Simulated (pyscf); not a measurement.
Single points on ωB97X-D3(BJ)/def2-SVP structures (PySCF, gas phase). MP2 and CC: frozen core, UHF for open shells. ΔMP2 is the change of the MP2 total energy from the triple- to the quadruple-zeta basis. Singlets are restricted, triplets unrestricted.

Singlet (Å):
```xyz
6

Si     0.3963    -0.7074     0.3007
Ge     1.3662     1.3692    -0.5154
H      0.2062    -0.6140     1.7834
H     -0.9242    -1.0413    -0.3140
H      1.3368    -1.8387     0.0204
H      2.6061     1.1114     0.4461
```

Triplet (Å):
```xyz
6

Si     0.5875    -0.1114     0.2224
Ge    -1.1310     1.0443    -0.8998
H      1.6072     0.8362     0.7620
H      1.2637    -1.0839    -0.6863
H     -0.0545    -0.8457     1.3478
H     -0.8683     1.9401    -2.1310
```

For these two minima of H₃Si–GeH: (SMILES [SiH3][GeH]), which spin state lies lower at CCSD(T)/def2-TZVPP + ΔMP2(QZVPP), and by how much (electronic energies)?

The singlet, by 17.0 kcal/mol. Zero-point energy shifts E(triplet) − E(singlet) by +0.5 kcal/mol. Other isomers of H₃Si–GeH: [singlet] were not searched in full and may lie lower. 

E(triplet) − E(singlet) by level (kcal/mol):

```
level                               gap
--------------------------------  -----
ωB97X-D3(BJ)/def2-TZVP            +18.9
PBE/def2-TZVP                     +16.4
r²SCAN/def2-TZVP                  +10.9
B3LYP-D3(BJ)/def2-TZVP            +18.7
PBE0-D3(BJ)/def2-TZVP             +14.1
M06-2X/def2-TZVP                  +12.4
ωB97M-D3(BJ)/def2-TZVP            +18.4
HF/def2-TZVP                       +1.6
MP2/def2-QZVPP                    +14.3
CCSD/def2-TZVPP                   +14.4
CCSD(T)/def2-TZVPP                +15.1
CCSD(T)/def2-TZVPP + ΔMP2(QZVPP)  +17.0
```

The triplet is the lowest one reached from the SCF start used. The CCSD(T) − MP2 part came from Ansatz, without density fitting, on the same reference. The frozen core leaves the outer d or s,p core shells of the metals and heavy elements correlated in the MP2 and CC values, and def2-TZVPP describes them poorly, which can shift differences by a few kcal/mol. Elements up to Kr have no core potential and no relativistic terms here.
